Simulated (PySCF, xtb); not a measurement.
Sn(H)2(OH)2 (H₄O₂Sn), SMILES [OH][SnH2][OH]. One conformer was computed; it need not be the lowest.

Harmonic wavenumbers (cm⁻¹) from GFN2-xTB in xtb at its own minimum, in rising order: 153, 161, 266, 400, 433, 451, 487, 530, 635, 802, 804, 1663, 1798, 3645, 3650.

Task: What does B3LYP-D3(BJ)/def2-SVP in PySCF give at its own minimum? (Estimate from the structure and the level; the computed values follow.)

Result: 169, 208, 274, 431, 529, 611, 614, 660, 663, 847, 856, 1921, 1939, 3824, 3825. Paired by order, the mean absolute difference is 99 cm⁻¹ and the zero-point energies are 22.7 and 24.8 kcal/mol.
